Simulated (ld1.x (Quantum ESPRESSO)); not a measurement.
# What one change does to a pseudopotential (Sn (Z = 50), TM)

ld1.x (Quantum ESPRESSO) 7.5 input, shortened:

```
&input
   title='Sn', zed=50., rel=1, dft='PBESOL', iswitch=3,
   config='[Kr] 4d10 5s1.5 5p2.5'
 /
 &inputp
   pseudotype=2, tm=.true., lloc=0,
   nlcc=.false.
 /
3
5P  2  1   2.50   0.00  2.55  2.55  0.0
4D  3  2  10.00   0.00  1.45  1.45  0.0
5S  1  0   1.50   0.00  2.05  2.05  0.0
 &test
   configts(1)='4d10 5s1.5 5p2.5'
 /
```

Change: wave 4d (bound): rc 1.45 bohr becomes 4d (bound): rc 1.70 bohr.

Cutoffs: the cutoffs (Ry, on a coarse ladder) from which the occupation-weighted sum of valence levels, in a spherical-Bessel basis at the reference potential, stays within 10 and 1 mRy of its value at 400 Ry; they do not see the model core or the augmentation charge, which bear on the density cutoff. Errors are all-electron minus pseudo energies relative to the spin-unpolarised reference configuration.

Problem. What does the change do?

Solution. The potential gets softer (90 Ry and 140 Ry → 80 Ry and 120 Ry); of the 7 tests that both files solve, the error grows in 0 and shrinks in 1 by more than 15 % and 0.3 meV (median size 2.3 → 2.3 meV); neither file shows a bound ghost. A larger radius leaves more room for a smooth pseudo-wave, so fewer plane waves are needed.

```csv
quantity,base,changed
"cutoff, loose",90 Ry,80 Ry
"cutoff, tight",140 Ry,120 Ry
bound ghosts,none,none
"error for 4d10 5s2 5p2, meV [ΔE -3.47 eV]",+0.4,+0.4
"error for 4d10 5s2 5p1, meV [ΔE 3.42 eV]",-2.3,-2.3
"error for 4d10 5s2 5p0, meV [ΔE 17.40 eV]",-8.9,-8.8
"error for 4d10 5s1 5p2, meV [ΔE 11.11 eV]",-0.2,-0.1
"error for 4d9 5s2 5p3, meV [ΔE 20.93 eV]",-320,-288
"error for 4d10 5s1 5p0, meV [ΔE 48.41 eV]",-7.2,-6.1
"error for 4d10 5s1 5p3, meV [ΔE 3.53 eV]",-0.4,-0.4
s: phases at 2.74 bohr within 0.05 rad from the reference energy up to (Ry; the scan ends near 5),2.2,2.2
p: phases at 2.74 bohr within 0.05 rad from the reference energy up to (Ry; the scan ends near 5),3.2,3.2
d: phases at 2.74 bohr within 0.05 rad from the reference energy up to (Ry; the scan ends near 5),0.2,0.2
```
